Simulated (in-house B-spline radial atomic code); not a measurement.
# Ta²⁺: [He] 2s2 (2p1/2)2 (2p3/2)2 3s2 3p6 3d10 4s2 4p6 4d10 4f14 5s2 5p6 5d3 6s2 (with a hole in an inner shell)

Level of theory: Dirac-Kohn-Sham relativistic LDA, spherical fractional occupations, Fermi nucleus of rms radius 5.3507 fm; calculated with a radial B-spline atomic code at the basis-set limit.

Effective charges: Z_r = [3n² - l(l+1)]/(2<r>) from the radius, Z_e = n√(-2ε) from the energy, and Slater's rules. Values are occupation-weighted means over j. An effective charge above Z reflects the relativistic contraction of the inner shells.

```
shell  electrons   ε (eV)  <r> (bohr)    Z_r    Z_e  Slater
   1s          2   -67448     0.01874  80.05  70.41   72.70
   2s          2   -11895     0.07797  76.96  59.14   69.55
   2p          4   -10817      0.0682  73.31  56.39   69.55
   3s          2  -2788.8      0.2014  67.02  42.95   63.45
   3p          6    -2391      0.1999  62.54  39.77   63.45
   3d         10  -1899.5        0.18  58.35  35.45   53.85
   4s          2  -597.33      0.4498  53.36  26.50   47.25
   4p          6   -462.2      0.4737  48.55  23.31   47.25
   4d         10  -278.75      0.5013  41.89  18.11   35.85
   5s          2  -104.73       1.052  35.65  13.87   17.35
   5p          6  -69.396       1.203  30.33  11.29   17.35
   4f         14  -68.744      0.5742  31.35   8.99   24.45
   5d          3  -26.636       1.676  20.59   7.00    6.30
   6s          2  -22.391       2.624  20.58   7.70    5.30
```

The least bound orbital is 6s1/2 at -22.39 eV, and it is also the most diffuse (<r> = 2.624 bohr). The part-filled 2p shell lies below the filled 6s shell in orbital energy.

For the 1s electron the small component carries 7.5 % of the norm, the zero-frequency Breit interaction raises the level by 221.5 eV, self-energy by 143.4 eV, and vacuum polarisation lowers it by 26.69 eV.
